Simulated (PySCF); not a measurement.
## How methods differ on the ionisation energy of Te⁵⁰⁺

Te⁵⁰⁺ 1s2 → Te⁵¹⁺ 1s1 [1s1/2^1, M_J = 1/2], as a difference of total energies. All numbers are calculated (PySCF 2.14, the two-component X2C-1e Hamiltonian, in an even-tempered Gaussian basis (15 s from 120 bohr⁻², ratio 2.4; 11 p from 150 bohr⁻², ratio 2.4; 3 d from 480 bohr⁻², ratio 2.6; 3 f from 720 bohr⁻², ratio 2.6)). Correlated levels: nothing frozen; the 32 highest virtual spinors dropped. "Screened" scales the spin-orbit matrix elements by Boettger's factors to mimic the two-electron term; Breit and QED terms are absent.

```csv
method,ionisation energy (eV)
GHF (screened spin-orbit),37258.3
GMP2 (screened spin-orbit),37259.8
```

For this ion Breit and QED terms and the two-electron picture change, all absent here, outweigh the correlation shift from GHF to GMP2.

For comparison: 37196.5 eV (theoretical estimate listed by NIST; NIST Atomic Spectra Database, ionization energies).
